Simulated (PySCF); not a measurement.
## Radial density of O⁺ (oxygen, charge +1)

UHF, [He] 2s2 2p2 3s1, high-spin 4P determinant (an excited configuration). All numbers are calculated (PySCF 2.14, scalar relativity by spin-free X2C-1e, in aug-cc-pCVTZ-DK).

```tsv
r (bohr)	4πr²ρ (e/bohr)	4πr²(ρα − ρβ)
0.00366	0.05273	0.0002
0.00615	0.1426	0.0005
0.0103	0.3703	0.0014
0.0174	0.9273	0.0035
0.0293	2.156	0.0083
0.0493	4.428	0.0183
0.0828	7.342	0.0396
0.139	8.573	0.1079
0.234	5.776	0.3637
0.394	2.827	1.1190
0.663	3.781	1.9679
1.12	3.026	1.3784
1.88	0.7091	0.3919
3.16	0.3823	0.3746
5.31	0.08608	0.0861
8.93	0.0001229	0.0001
```

Densities and radii are taken from the X2C orbitals without a picture-change correction, which distorts them close to the nucleus.

The outer electron is Rydberg-like, and this basis confines it to a smaller radius and binds it less than a complete one would.
